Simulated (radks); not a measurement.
Effect of the nuclear size on the molybdenum ion Mo38+, [He] 2s2. Method: Dirac Kohn-Sham, PBE, spin-unpolarised, spherical densities, finite nucleus; Fermi nuclear charge, rms radius 4.4091 fm; computed with a radial shooting solver on a logarithmic mesh with Libxc functionals. The rms radius is varied about that value; shifts are against it.

rms radius (fm)  total energy shift (eV)  density at nucleus (e/bohr^3)  1s1/2 shift (meV)  2s1/2 shift (meV)  2p1/2 (empty) shift (meV)  3s1/2 (empty) shift (meV)
3.589                             -0.503                      9.287e+04               -214              -26.9                       1.07                      -7.70
4.0211                            -0.250                      9.173e+04               -106              -13.4                      0.531                      -3.82
4.4091                                 0                      9.082e+04              0.000              0.000                      0.000                      0.000
4.8456                             0.305                       8.99e+04                130               16.3                     -0.650                       4.67
4.9294                             0.367                      8.973e+04                156               19.6                     -0.781                       5.61

Slopes of the eigenvalues against <r^2> in GHz/fm^2, as finite differences over the two radii next to the reference (eigenvalue slopes, not the field-shift constants of lines): 1s1/2 7820, 2s1/2 982, 2p1/2 (empty) -39.1, 3s1/2 (empty) 281.
